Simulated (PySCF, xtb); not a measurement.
CH9FN2Si2, SMILES N[SiH2]N[SiH2]CF.

GFN2-xTB (xtb) at its own geometry gives an orbital gap of 5.42 eV and a dipole moment of 3.89 D.

Geometry optimised at B3LYP-D3(BJ)/def2-SVP. This is a generated structure with no PubChem entry under its InChIKey; it may be hypothetical. One conformer was computed; it need not be the lowest.

Problem. What does ωB97X/def2-TZVP in PySCF give? (An estimate is asked for; the answer gives what the named calculation found.)

Solution. gap 11.99 eV (levels -9.79 and 2.20 eV), dipole 3.21 D.
